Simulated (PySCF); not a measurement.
Si(F)(OH)2(SiH3), SMILES O[Si](O)(F)[SiH3] (H₅FO₂Si₂), PBE0/def2-SVP optimised geometry.

```
10

O     -2.92    -1.46    -1.88
Si    -1.27    -1.48    -1.89
O     -0.79    -3.06    -2.03
F     -0.70    -0.71    -3.20
Si    -0.51    -0.36     0.00
H     -3.37    -2.09    -2.45
H      0.08    -3.23    -2.39
H      0.99    -0.36     0.00
H     -0.99     1.05     0.00
H     -0.99    -1.05     1.23
```

Density from PBE0/def2-TZVP in PySCF at that geometry.

Minimum of the electron density along straight lines between bonded atoms, close to the bond critical point (lines longer than 1.1 times the sum of covalent radii, or with two minima, are not listed):

```tsv
bond	length / Å	ρ at the minimum / e bohr⁻³	∇²ρ there / e bohr⁻⁵	position (fraction from the first atom)
O1–Si2	1.642	0.142	0.82	0.59
Si2–O3	1.654	0.138	0.79	0.41
Si2–F4	1.629	0.129	0.88	0.42
Si2–Si5	2.329	0.099	-0.14	0.64
O1–H6	0.963	0.352	-2.40	0.81
O3–H7	0.962	0.354	-2.43	0.81
Si5–H8	1.496	0.117	0.15	0.49
Si5–H9	1.494	0.118	0.15	0.49
Si5–H10	1.494	0.118	0.15	0.49
```
